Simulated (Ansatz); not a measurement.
The cluster Si2S2⁻. Total charge -1; doublet. Geometry PBE0-D4/def2-TZVPD; atoms count from 1.

Cartesian coordinates in Å:
```
Si 0.9913 -0.5456 0.3195
Si -0.9845 0.5573 -0.3203
S 2.3590 -1.4346 -0.8310
S -2.3658 1.4229 0.8318
```

Another isomer (doublet) lies 0.84 eV lower at PBE0-D4/def2-TZVPD; other spin states weren't run for this one.

**Question.** Estimate the Mulliken populations from the PBE0/def2-TZVPD orbitals of Ansatz.

**Answer.** 
```csv
atom,charge (e),spin (α − β)
Si1,0.06,0.36
Si2,0.06,0.36
S3,-0.56,0.14
S4,-0.56,0.14
```
Mulliken values depend strongly on the basis. With diffuse functions, as here, like atoms can get unlike values, and bond orders can come out too low or too high.

**Question.** Where does the spin sit?

**Answer.** Summed by element: Si 0.71, S 0.29, of 1 unpaired in all. Largest on single atoms: Si1 0.36, Si2 0.36, S3 0.14.

**Question.** And the Mayer bond orders between heavy atoms (over 0.3)?

**Answer.** Si1–Si2 1.21 (2.35 Å); Si1–S3 1.87 (2.00 Å); Si2–S4 1.87 (2.00 Å).
